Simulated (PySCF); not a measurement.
# Computed records: C2H7BGe, CH4BClGe, BGeH4O, BGeH3N

Calculation on a computer-drawn molecule: optimised geometry and harmonic frequencies of an isolated molecule of the commonest isotopes, restricted reference for singlets and unrestricted otherwise, frozen core in MP2; on germanium a core potential holds 10 electrons, which the energies leave out, and 3d is frozen in MP2 and coupled-cluster steps. Program: PySCF 2.14.0.

Common to all runs: charge 0; basis and core potential on germanium cc-pVDZ-PP ECP10MDF.

(1) C2H7BGe

Start structure:
```xyz
11
C2H7BGe
B     -0.7974     0.9074    -0.5416
Ge    -1.5359     0.3072     1.1792
C     -2.1348     1.3852     2.4909
C     -1.7642    -1.6735     1.5903
H     -0.6604     2.0896    -0.7083
H     -0.4304     0.1694    -1.3778
H     -2.5147     1.0599     3.4257
H     -2.0392     2.5252     2.3118
H     -2.3698    -2.0443     0.7875
H     -2.2149    -1.7124     2.6113
H     -0.7949    -2.0864     1.5481
```

Settings of this run: multiplicity 1, method HF and basis cc-pVDZ.

Results for C2H7BGe: rotational constants 6.104, 5.159, 2.846 GHz; total energy -397.7923 hartree; convergence status largest gradient component 4.658e-05 hartree/bohr.

Drawn bonds:
| atom | other atom | order |
| --- | --- | --- |
| 1 | 2 | 1 |
| 2 | 3 | 2 |
| 2 | 4 | 1 |
| 1 | 5 | 1 |
| 1 | 6 | 1 |
| 3 | 7 | 1 |
| 3 | 8 | 1 |
| 4 | 9 | 1 |
| 4 | 10 | 1 |
| 4 | 11 | 1 |

Optimised structure:
```xyz
11
C2H7BGe
B     -0.7850     0.9515    -0.5258
Ge    -1.5776     0.2599     1.2384
C     -2.1009     1.4413     2.4563
C     -1.7619    -1.6586     1.5868
H     -0.6892     2.1343    -0.6849
H     -0.4181     0.2147    -1.3964
H     -2.5318     1.1692     3.4135
H     -2.0018     2.5048     2.2711
H     -2.3945    -2.1245     0.8289
H     -2.2105    -1.8192     2.5679
H     -0.7854    -2.1460     1.5613
```

Modes:
| frequency (cm⁻¹) | reduced mass (dalton) |
| --- | --- |
| 103.2 | 1.033 |
| 140.3 | 3.409 |
| 156.4 | 2.555 |
| 202 | 2.549 |
| 205.6 | 1.084 |
| 570.7 | 4.245 |
| 606.5 | 1.009 |
| 625.4 | 4.222 |
| 677.8 | 1.208 |
| 795.9 | 1.236 |
| 814.9 | 1.296 |
| 879.4 | 4.117 |
| 887.4 | 1.204 |
| 890.4 | 1.29 |
| 958.2 | 1.304 |
| 1255 | 1.146 |
| 1378 | 1.218 |
| 1507 | 1.177 |
| 1556 | 1.054 |
| 1561 | 1.052 |
| 2688 | 1.051 |
| 2778 | 1.128 |
| 3183 | 1.033 |
| 3268 | 1.103 |
| 3283 | 1.104 |
| 3295 | 1.055 |
| 3396 | 1.115 |

(2) CH4BClGe

Start structure:
```xyz
8
CH4BClGe
B     -0.0685    -1.3571    -0.8214
Ge     1.0380    -1.2964     0.8274
C      0.5382    -1.4869     2.5561
Cl     3.1656    -1.0075     0.6966
H      0.4465    -1.2201    -1.8228
H     -1.2777    -1.5645    -0.7950
H     -0.5230    -1.6810     2.8064
H      1.2655    -1.4031     3.4477
```

Settings of this run: multiplicity 1, method HF and basis cc-pV(D+d)Z.

The calculation gives: rotational constants 5.729, 3.006, 1.971 GHz; total energy -817.7234 hartree; convergence status largest gradient component 2.438e-05 hartree/bohr.

Drawn bonds:
| atom | other atom | order |
| --- | --- | --- |
| 1 | 2 | 1 |
| 2 | 3 | 2 |
| 2 | 4 | 1 |
| 1 | 5 | 1 |
| 1 | 6 | 1 |
| 3 | 7 | 1 |
| 3 | 8 | 1 |

Optimised structure:
```xyz
8
CH4BClGe
B     -0.0563    -1.3687    -0.8085
Ge     1.0610    -1.3085     0.9047
C      0.5208    -1.4883     2.5718
Cl     3.1837    -0.9766     0.6024
H      0.4525    -1.2242    -1.8764
H     -1.2306    -1.5529    -0.6940
H     -0.5314    -1.6561     2.7702
H      1.1847    -1.4412     3.4248
```

Modes:
| frequency (cm⁻¹) | reduced mass (dalton) |
| --- | --- |
| 125.3 | 5.378 |
| 145.5 | 3.261 |
| 190.9 | 3.312 |
| 206.9 | 1.041 |
| 420.3 | 30.23 |
| 585.9 | 4.588 |
| 610.3 | 1.016 |
| 698.4 | 1.234 |
| 784.3 | 1.226 |
| 816.6 | 1.327 |
| 898.6 | 3.941 |
| 961.4 | 1.295 |
| 1242 | 1.144 |
| 1490 | 1.183 |
| 2720 | 1.049 |
| 2829 | 1.131 |
| 3308 | 1.054 |
| 3422 | 1.116 |

(3) BGeH4O

Start structure:
```xyz
7
BGeH4O
B     -0.3663    -1.9833     0.8915
Ge    -1.9077    -1.0682     0.2572
O     -1.7296    -0.5593    -1.4843
H      0.8133    -2.1972     0.6338
H     -3.2462    -1.7153     0.0809
H     -2.0954     0.2405     1.0349
H     -0.9668    -0.0637    -1.7312
```

Here we set multiplicity 2, method HF and basis cc-pVDZ.

Results for BGeH4O: rotational constants 15.21, 6.351, 4.785 GHz; total energy -395.1834 hartree; spin squared 0.7577; convergence status largest gradient component 2.09e-05 hartree/bohr.

Drawn bonds:
| atom | other atom | order |
| --- | --- | --- |
| 1 | 2 | 1 |
| 2 | 3 | 1 |
| 1 | 4 | 1 |
| 2 | 5 | 1 |
| 2 | 6 | 1 |
| 3 | 7 | 1 |

Optimised structure:
```xyz
7
BGeH4O
B     -0.3358    -2.0351     0.9485
Ge    -1.9358    -0.9787     0.1769
O     -1.7472    -0.4943    -1.5372
H      0.7962    -2.2456     0.6306
H     -3.2084    -1.8188     0.1670
H     -2.1324     0.2790     1.0371
H     -0.9354    -0.0530    -1.7402
```

Modes:
| frequency (cm⁻¹) | reduced mass (dalton) |
| --- | --- |
| 173.6 | 1.399 |
| 213.3 | 2.179 |
| 251.6 | 1.105 |
| 475.6 | 1.311 |
| 599.7 | 6.627 |
| 603 | 1.295 |
| 718 | 9.606 |
| 754.3 | 1.067 |
| 865.3 | 1.092 |
| 934.9 | 1.028 |
| 969.7 | 1.104 |
| 2201 | 1.021 |
| 2260 | 1.019 |
| 2772 | 1.096 |
| 4160 | 1.067 |

(4) BGeH3N

Start structure:
```xyz
6
BGeH3N
B      2.3927     0.6493    -1.7758
N      1.6390     0.5042    -0.7734
Ge     0.5136     0.1740     0.5691
H      3.0024     0.8344    -2.6914
H      1.0458    -1.2118     1.1780
H      1.0700     1.2566     1.7338
```

Here we set multiplicity 2, method HF and basis cc-pVDZ.

The calculation gives: rotational constants 119.6, 3.883, 3.817 GHz; total energy -374.2460 hartree; spin squared 0.7556; convergence status largest gradient component 3.507e-05 hartree/bohr.

Drawn bonds:
| atom | other atom | order |
| --- | --- | --- |
| 1 | 2 | 1 |
| 2 | 3 | 2 |
| 1 | 4 | 1 |
| 3 | 5 | 1 |
| 3 | 6 | 1 |

Optimised structure:
```xyz
6
BGeH3N
B      2.3827     0.6721    -1.8107
N      1.7536     0.4640    -0.7611
Ge     0.6674     0.1807     0.6649
H      2.9871     0.8679    -2.7965
H      0.9230    -1.2304     1.2152
H      0.9496     1.2524     1.7286
```

Modes:
| frequency (cm⁻¹) | reduced mass (dalton) |
| --- | --- |
| 162.8 | 3.377 |
| 176.1 | 3.97 |
| 581 | 9.958 |
| 703.8 | 1.11 |
| 764.5 | 1.086 |
| 813.8 | 1.348 |
| 823.8 | 1.343 |
| 922 | 1.023 |
| 1969 | 5.055 |
| 2177 | 1.018 |
| 2190 | 1.026 |
| 2982 | 1.197 |

(5) BGeH3N

Start structure:
```xyz
6
BGeH3N
B      2.3827     0.6721    -1.8107
N      1.7536     0.4640    -0.7611
Ge     0.6674     0.1807     0.6649
H      2.9871     0.8679    -2.7965
H      0.9230    -1.2304     1.2152
H      0.9496     1.2524     1.7286
```

Settings of this run: multiplicity 2, method MP2 and basis cc-pVDZ.

The calculation gives: rotational constants 117.5, 3.76, 3.698 GHz; total energy -374.5685 hartree; spin squared 0.7561; convergence status largest gradient component 2.879e-05 hartree/bohr.

Drawn bonds:
| atom | other atom | order |
| --- | --- | --- |
| 1 | 2 | 1 |
| 2 | 3 | 2 |
| 1 | 4 | 1 |
| 3 | 5 | 1 |
| 3 | 6 | 1 |

Optimised structure:
```xyz
6
BGeH3N
B      2.3925     0.6772    -1.8353
N      1.7588     0.4616    -0.7558
Ge     0.6491     0.1765     0.6856
H      3.0033     0.8748    -2.8264
H      0.9161    -1.2405     1.2286
H      0.9435     1.2571     1.7437
```

Modes:
| frequency (cm⁻¹) | reduced mass (dalton) |
| --- | --- |
| 148.3 | 3.537 |
| 160.8 | 4.282 |
| 544 | 9.905 |
| 660 | 1.128 |
| 701.1 | 1.292 |
| 708.8 | 1.286 |
| 716.7 | 1.101 |
| 872.5 | 1.023 |
| 1822 | 5.536 |
| 2138 | 1.016 |
| 2165 | 1.026 |
| 2902 | 1.177 |
